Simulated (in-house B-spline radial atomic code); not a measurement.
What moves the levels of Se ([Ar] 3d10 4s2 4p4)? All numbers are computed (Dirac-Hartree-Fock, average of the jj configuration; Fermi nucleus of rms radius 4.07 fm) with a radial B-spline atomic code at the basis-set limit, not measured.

Baseline run (computed): total energy -2428.5950 hartree, 1s1/2 at -468.3645 hartree, 4p3/2 at -10.62 eV with <r> = 2.314 bohr.

Changing the nucleus:

| nucleus | ΔE (eV) |
| --- | --- |
| Fermi nucleus of rms radius 4.1395 fm, A = 76 | 0.0154 |
| Fermi nucleus of rms radius 4.1395 fm, A = 77 | 0.0154 |
| Fermi nucleus of rms radius 4.1406 fm, A = 78 | 0.0157 |
| Fermi nucleus of rms radius 4.14 fm, A = 80 | 0.0156 |
| Fermi nucleus of rms radius 4.14 fm, A = 82 | 0.0156 |

A larger nucleus binds the electrons less, roughly as the density at the nucleus times the change of the nuclear <r²>. The reference is A = 74.
